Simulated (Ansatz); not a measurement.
Basis sets compared for the cluster Mg3O3⁺ (the lowest doublet isomer of a short search). Total charge 1; doublet. Geometry r2SCAN-D4/def2-SVP. Ansatz on 4 threads of AMD EPYC 7B13 on a shared host; times are rough, and most runs start from earlier orbitals.

Cartesian coordinates in Å:
```
Mg 2.240 0.877 -1.724
Mg -1.126 0.404 -0.589
Mg 0.540 -0.632 1.038
O -1.201 0.199 1.354
O -1.276 -1.174 0.556
O 0.822 0.325 -0.636
```

The structure comes from a short search, and lower isomers may exist.

```
           level  functions  energy (Eh)  HOMO (eV)  LUMO (eV)  wall time
 PBE-D4/def2-SVP         96    -824.7700      -8.60      -7.69      1.5 s
PBE0-D4/def2-SVP         96    -824.8056      -9.24      -6.89      2.4 s
```

(1) Estimate the rows for PBE-D4/def2-TZVP (with forces), PBE0-D4/def2-TZVP.

Answers

(1) 
```tsv
level	functions	energy (Eh)	HOMO (eV)	LUMO (eV)	wall time
PBE-D4/def2-TZVP (with forces)	189	-825.2605	-8.57	-7.64	2.8 s
PBE0-D4/def2-TZVP	189	-825.2952	-9.23	-6.83	4.5 s
```
